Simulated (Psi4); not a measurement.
HTe, doublet, at a GFN2-xTB geometry (core potentials on Te), with bond 2-1 at 2.0 times its length. Base run: B3LYP/def2-SV(P) run with Psi4 1.11.

Input for Psi4:
```
memory 2 GB

molecule mol {
0 2
  Te   -0.000000   -0.000000   -0.031107
  H     0.000000    0.000000    3.266229
}

set basis def2-sv(p)
set reference uks

energy('b3lyp')
print_variables()
```

Variants of this job, named by their change:

```csv
change,ΔE vs base (mEh),SCF cycles,grid points,basis functions,outcome
base,0.000,15,42187,28,converged
d_convergence = 1e-8,0.000,17,42187,28,converged
e_convergence = 1e-10,0.000,16,42187,28,converged
dft_radial_scheme = becke,0.006,15,37379,28,converged
scf_type = out_of_core,0.063,15,42187,28,converged
dft_radial_points = 50,0.034,15,28259,28,converged
d_convergence = 1e-10,0.000,19,42187,28,converged
dft_radial_points = 35,0.122,15,19793,28,converged
level_shift = 0.3,0.000,13,42187,28,converged
dft_spherical_points = 194,0.005,15,27099,28,converged
dft_basis_tolerance = 1e-8,0.000,15,41332,28,converged
dft_nuclear_scheme = becke,-0.002,15,42158,28,converged
guess = sadno,-21.234,18,42187,28,another SCF solution
```

A guess, shift, damping, solver or small numerical setting can't move a converged solution much, so rows marked as another SCF solution ended in a different state.

Open shells are given as the SCF converged; they aren't shown to be the lowest states, and a large step between rows can be another state.
